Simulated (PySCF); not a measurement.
ethylenediamine cation (C2H8N2), SMILES C(CN)N (connectivity only; charge and spin as stated), charge +1, multiplicity 2. Coordinates come from a PBE0-D3(BJ)/def2-SVP optimisation. The multiplicity is an assumed one; no other spin state was optimised. The values are those of a single conformer.

Calculation: PBE0-D3(BJ)/def2-SVP (PySCF).

Harmonic wavenumbers (cm⁻¹): 125, 299, 316, 409, 456, 507, 531, 591, 809, 873, 1013, 1155, 1161, 1259, 1279, 1311, 1336, 1348, 1470, 1485, 1632, 1637, 3114, 3117, 3213, 3225, 3573, 3588, 3703, 3703. Rotational constants (GHz): 25.35, 3.659, 3.477; symmetry number 2.

Question: Work out the zero-point energy and the ideal-gas rigid-rotor harmonic-oscillator thermochemistry at 298.15 K and 1 atm.

Answer: ZPE = ½ Σ hcν = ½ × 48237 cm⁻¹ = 68.96 kcal/mol. H − E(el) = 73.17 kcal/mol. Entropy in cal/(mol K): translation 38.20, rotation 23.04, vibration 9.89, spin 1.38, total 72.51. G − E(el) = 51.55 kcal/mol. Cp = 22.45 cal/(mol K). Modes under 150 cm⁻¹ make the vibrational entropy uncertain.
